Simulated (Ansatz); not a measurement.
Li9Cl9⁻ (started as a model of: 2x3x3 LiCl rock-salt block). Total charge -1; doublet. Geometry PBE-D4/def2-SVP; atoms count from 1.

```xyz
18

Li    2.6110    0.6704    1.9449
Cl    2.8546    0.5557   -0.3694
Li    2.2331   -0.3063   -2.4430
Cl    0.6340    1.8857    2.1533
Li    0.3812    1.2096   -0.3021
Cl    0.2058    0.7789   -2.8187
Li   -1.6864    2.0411    2.0097
Cl   -2.0149    2.1088   -0.2960
Li   -2.0643    1.0643   -2.3782
Cl    2.1055   -1.4533    2.6195
Li    1.9439   -1.6963    0.2104
Cl    1.7017   -2.4966   -2.0678
Li   -0.1101   -0.4662    2.5438
Cl   -0.3543   -1.1243    0.2808
Li   -0.5064   -1.4899   -2.0552
Cl   -2.4851    0.0108    2.6886
Li   -2.5604   -0.2598    0.2781
Cl   -2.8890   -1.0326   -1.9987
```

The highest occupied level of the relaxed charge -1 doublet lies above zero (up to 0.88 eV). Energy differences disagree on whether the electron is bound (positive means bound): -0.10 eV (each at its own geometry, against the charge 0 singlet, at PBE0-D4/def2-TZVP), but 0.14 eV at PBE-D4/def2-TZVP.

(1) Estimate the Mulliken populations from the PBE0/def2-TZVP orbitals of Ansatz.

(2) Where does the spin sit?

Answers

(1) 
| atom | charge (e) | spin (α − β) |
| --- | --- | --- |
| Li1 | 0.38 | 0.32 |
| Cl2 | -0.68 | -0.01 |
| Li3 | 0.38 | 0.32 |
| Cl4 | -0.68 | -0.01 |
| Li5 | 0.88 | -0.20 |
| Cl6 | -0.68 | -0.01 |
| Li7 | 0.38 | 0.32 |
| Cl8 | -0.68 | -0.01 |
| Li9 | 0.38 | 0.32 |
| Cl10 | -0.69 | 0.00 |
| Li11 | 0.70 | -0.01 |
| Cl12 | -0.69 | 0.00 |
| Li13 | 0.70 | -0.01 |
| Cl14 | -0.74 | 0.00 |
| Li15 | 0.70 | -0.01 |
| Cl16 | -0.69 | 0.00 |
| Li17 | 0.70 | -0.01 |
| Cl18 | -0.69 | 0.00 |
Mulliken values depend strongly on the basis.

(2) Summed by element: Li 1.04, Cl -0.04, of 1 unpaired in all. Largest on single atoms: Li3 0.32, Li7 0.32, Li9 0.32.
